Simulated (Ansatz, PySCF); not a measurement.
Gas-phase reaction in SMILES: C1CC1 + 3 [H][H] (H2) → 3 C (CH4)
Structures are relaxed separately at B3LYP-D3(BJ)/def2-TZVP in Ansatz (a quantum-chemistry and plane-wave program).

Wanted: energy of full hydrogenation (0 K, with B3LYP-D3(BJ) harmonic zero-point energies from PySCF), in kJ/mol. Cores are frozen in the correlated levels unless marked. No spin-orbit coupling. Non-relativistic. Basis-set limits of correlation are two-point, X^-3; Hartree-Fock from the larger set. [CCSD(T)-MP2]/basis is that difference in the basis named.

| level | program | energy of full hydrogenation (kJ/mol) |
|---|---|---|
| SVWN5/def2-TZVPD | Ansatz | -269.2 |

Task: What does RI-MP2/CBS(aug-cc-pVTZ,aug-cc-pVQZ)+[CCSD(T)-MP2]/aug-cc-pVTZ (Ansatz) give?

Result: -270.5 kJ/mol
